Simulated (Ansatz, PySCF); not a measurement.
Species: B$_{2}$O$_{3}$ (charge 0, singlet). 
Geometry from a B3LYP-D3(BJ)/def2-TZVP (Ansatz, a program for electronic structure) optimisation:
```xyz
5

O     -2.3578    -0.3880    -0.4469
B     -1.2349     0.0007    -0.2404
O     -0.0192     0.4735    -0.0184
B      1.2301     0.1191     0.2357
O      2.3800    -0.1604     0.4682
```
Charge 0, spin multiplicity 1.

Total electronic energies in hartree. Cores are frozen in the correlated levels unless marked. Spin-orbit coupling is left out. No relativistic terms. CBS marks a two-point X^-3 extrapolation of the correlation energy; Hartree-Fock from the larger set. The bracket is a focal-point correction in the basis named.

| level | program | energy (Eh) |
|---|---|---|
| HF/6-31G* | Ansatz | -274.13379 |
| HF/cc-pVQZ | Ansatz | -274.25872 |
| HF-D3(BJ)/def2-TZVPD | PySCF + dftd3 | -274.27554 |
| HF-D4/def2-TZVPD | PySCF + dftd4 | -274.26134 |
| PBE/def2-TZVPD | Ansatz | -275.34468 |
| revPBE/def2-TZVPD | Ansatz | -275.56576 |
| r2SCAN/def2-TZVPD | Ansatz | -275.51077 |
| PBE0/def2-SVP | Ansatz | -275.02110 |
| PBE0/def2-TZVPD | Ansatz | -275.33936 |
| TPSSh-D3(BJ)/def2-TZVPD | PySCF + dftd3 | -275.65102 |
| r2SCANh-D4/def2-TZVPD | Ansatz + dftd4 | -275.49366 |
| r2SCANh/def2-TZVPD | Ansatz | -275.49285 |
| r2SCAN0-D4/def2-TZVPD | Ansatz + dftd4 | -275.46794 |
| r2SCAN0/def2-TZVPD | Ansatz | -275.46705 |
| HSE06-D3(BJ)/def2-TZVPD | Ansatz + dftd3 | -275.32878 |
| CAM-B3LYP/def2-TZVPD | Ansatz | -275.55700 |
| LC-wPBE/def2-TZVPD | Ansatz | -275.45805 |
| B2PLYP-D4/def2-TZVPD | Ansatz + dftd4 | -275.48017 |
| MP2/cc-pVDZ | Ansatz | -274.83732 |
| SCS-MP2/aug-cc-pVDZ | Ansatz | -274.85726 |
| CCSD(T)/cc-pVDZ | Ansatz | -274.86196 |
| CCSD(T)/cc-pVDZ | PySCF | -274.86196 |
| RI-MP2/CBS(aug-cc-pVTZ,aug-cc-pVQZ)+[CCSD(T)-MP2]/aug-cc-pVTZ | Ansatz | -275.2684 |

Totals of different functionals don't rank their quality; only differences between species are comparable.
